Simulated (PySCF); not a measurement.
## Nb³⁶⁺: ionisation energy

Nb³⁶⁺ [He] 2s2 2p1 [2p1/2^1, M_J = 1/2] → Nb³⁷⁺ [He] 2s2, as a difference of total energies. Calculation: PySCF 2.14, in an even-tempered Gaussian basis (17 s from 16 bohr⁻², ratio 2.4; 12 p from 20 bohr⁻², ratio 2.4; 5 d from 67 bohr⁻², ratio 2.6; 4 f from 100 bohr⁻², ratio 2.6); the two-component X2C-1e Hamiltonian. Correlated levels: nothing frozen; the 32 highest virtual spinors dropped. "Screened" scales the spin-orbit matrix elements by Boettger's factors to mimic the two-electron term; Breit and QED terms are absent.

```csv
method,ionisation energy (eV)
GHF (spin-free),4944.5
GMP2 (spin-free),4943.6
GHF (screened spin-orbit),5019.9
GMP2 (screened spin-orbit),5018.6
```

For this ion Breit and QED terms and the two-electron picture change, all absent here, outweigh the correlation shift from GHF to GMP2.

The spin-free rows lack the spin-orbit shift.

For comparison: 5011 ± 4 eV (semi-empirical (NIST evaluation); NIST Atomic Spectra Database, ionization energies).
